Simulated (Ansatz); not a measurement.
Process, species as SMILES: CNB(C)C -> [CH2]NB(C)C + H atom (the C-H bond at the site shown breaks; other sites are not compared here)
Structures are relaxed separately at B3LYP-D3(BJ)/def2-TZVP in Ansatz (a quantum-chemistry and plane-wave program), one conformer each, not searched for the lowest.
Geometry of the first species:
```
B
N 1 1.4010
H 2 1.0090 1 117.81
C 2 1.4512 3 113.30 1 -179.07
H 4 1.0874 2 109.85 3 179.83
H 4 1.0940 5 107.80 2 121.66
H 4 1.0940 5 108.01 6 116.43
C 1 1.5813 2 118.55 3 0.00
H 8 1.0935 1 114.41 2 -3.02
H 8 1.0951 9 107.69 1 123.53
H 8 1.0953 9 107.63 10 113.42
C 1 1.5843 2 121.32 3 -178.94
H 12 1.0918 1 111.84 2 -160.66
H 12 1.0926 13 107.67 1 -126.04
H 12 1.0965 13 106.46 14 -113.83
```

Property: bond dissociation energy (electronic energy difference), in kcal/mol. Cores are frozen in the correlated levels unless marked. Open shells are spin-unrestricted. No spin-orbit coupling. Non-relativistic. CBS(X,Y): correlation extrapolated as X^-3; Hartree-Fock from the larger set.

```json
[
 {"level": "r2SCAN-D4/def2-TZVPD", "program": "Ansatz + dftd4", "bond dissociation energy (kcal/mol)": "93.7"}
]
```

**Question.** Estimate the value at CCSD(T)/CBS(cc-pVTZ,cc-pVQZ) as computed with Ansatz.

**Answer.** 100.4 kcal/mol
